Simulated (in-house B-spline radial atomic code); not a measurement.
# OLYP excitations of Li+

Method: OLYP. Computed with an all-electron radial atomic-structure program (B-spline basis): linear response of the closed shell 1s2 with the functional's adiabatic kernel; scalar-relativistic (spin-free one-electron X2C), finite nucleus, no spin-orbit coupling, no double excitations, S, P, D and F terms only.

Command:
```bash
python run_td.py task.json out
```
Settings (radii: box in bohr, nucleus in fm):
```
Z                        3
electrons                2
configuration            1s2
hamiltonian              x2c
method                   optx,lyp
box_radius               41.61
rms_radius               2.444
intervals                77
```

Time taken, with all properties: 0.3 s on 1 thread of Arm Neoverse N1, with other jobs on the host.

The lowest states, in the order of their Tamm-Dancoff energies; the method's threshold (minus the highest occupied level) is 60.62 eV. Labels give the largest channel, * marks a mixed state, and oscillator strengths are full-response dipole values. Measured ¹D terms are left out, since they can mix with doubly excited terms. Semilocal kernels can invert the small singlet-triplet splittings of Rydberg terms. Energies in eV:

| state | full response | Tamm-Dancoff | oscillator strength | measured (J-weighted term) |
| --- | --- | --- | --- | --- |
| 1s → 2s 3S | 52.30 | 52.32 | - | 59.021 |
| 1s → 2s 1S | 53.89 | 53.97 | - | - |
| 1s → 2p 3P | 54.58 | 54.60 | - | 61.281 |
| 1s → 2p 1P | 55.32 | 55.33 | 0.261 | 62.216 |
| 1s → 3s 3S | ? | ? | - | ? |
| 1s → 3s 1S | ? | ? | - | ? |
| 1s → 3p 3P | 58.65 | 58.66 | - | 69.369 |
| 1s → 3p 1P | 58.77 | 58.77 | 0.0372 | 69.648 |

Question: Where does 1s → 3s 1S lie?

Answer: At 58.43 eV in full response, 58.44 eV in Tamm-Dancoff; measured 69.279 eV.

Question: Where does 1s → 3s 3S lie?

Answer: At 58.20 eV in full response, 58.20 eV in Tamm-Dancoff; measured 68.781 eV.

Question: How large is the singlet-triplet splitting of 1s → 2s (S terms) in Tamm-Dancoff?

Answer: 1.65 eV, from the unrounded values.

Question: What polarisabilities and dispersion coefficient does the method give?

Answer: Dipole 0.2072 bohr³, quadrupole 0.1393 bohr⁵, C6 0.08591 hartree·bohr⁶ for two such species.
